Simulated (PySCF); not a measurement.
**BeGa⁻: energy against distance**

Set-up: basis Be aug-cc-pVDZ-DK, Ga aug-cc-pVDZ-DK; spin-free X2C with a Gaussian nucleus; PySCF 2.14. Energies in eV from Be + Ga⁻ in their ground configurations at the same level. State: ³Σ⁻ (triplet), unpaired electrons π ↑↑.

| R (Å) | TPSSh |
| --- | --- |
| 1.959 | -1.110 |
| 2.050 | -1.312 |
| 2.141 | -1.422 |
| 2.210 | -1.459 |
| 2.278 | -1.467 |
| 2.346 | -1.454 |
| 2.438 | -1.410 |
| 2.551 | -1.330 |
| 2.688 | -1.213 |
| 2.870 | -1.048 |

**Question.** Put a parabola through the three lowest points of the TPSSh curve and estimate Re, k and ωe (reduced mass 7.97 u; 1 eV/Å² = 0.16022 mdyn/Å; ωe = 1302.8·√(k/μ) cm⁻¹).

**Answer.** Through R = 2.21, 2.278, 2.346 Å the second-order coefficient is 2.27 eV/Å², so Re ≈ 2.270 Å, k ≈ 0.728 mdyn/Å and ωe ≈ 394 cm⁻¹. A polynomial fit of higher order to the unrounded TPSSh energies gives Re = 2.267 Å, k = 0.791 mdyn/Å, ωe = 410 cm⁻¹; anharmonicity and rounding make the difference.

The higher-order fit for each curve: TPSSh: Re = 2.267 Å, ωe = 410 cm⁻¹, De = 1.47 eV.

Spin–orbit coupling is left out. For an ion De counts to the pair picked by the measured ionisation energies or electron affinities, which need not be the lowest pair at this level. The highest Kohn–Sham level is positive in this anion. Much of that is self-interaction error, but it also means that the finite basis helps to hold the extra electron. The state is the lowest determinant that a PBE0 search found; another state may lie lower at other levels.
